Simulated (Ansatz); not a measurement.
Ansatz (an electronic-structure program) input:

Ansatz 0.2 input:
```yaml
crystal:
  periodic: [false, false, false]
  atoms:
    - {symbol: Ta, position_ang: [0.01877785, -0.03174698, -0.09650922]}
    - {symbol: O, position_ang: [-1.40465735, -1.07952295, 0.11257024]}
    - {symbol: O, position_ang: [-0.42963557, 1.61973301, -0.58564700]}
    - {symbol: F, position_ang: [1.47817337, -0.22268347, 1.20330967]}
basis:
  gaussian:
    orbitals: def2-TZVP
hamiltonian:
  xc: b3lyp
  dispersion: d3bj
total_charge: -1
magnetization: {spin_polarized: true, initial_magnetization: 1}
phonons: {temperatures: {t_min: 298.15, t_max: 298.15, t_step: 100}}
```

Problem. What final total energy does it print?

Solution. -307.67996 Eh (B3LYP-D3(BJ)/def2-TZVP). The basis has 133 functions.

The spin state was set by rule; other spins were not relaxed.
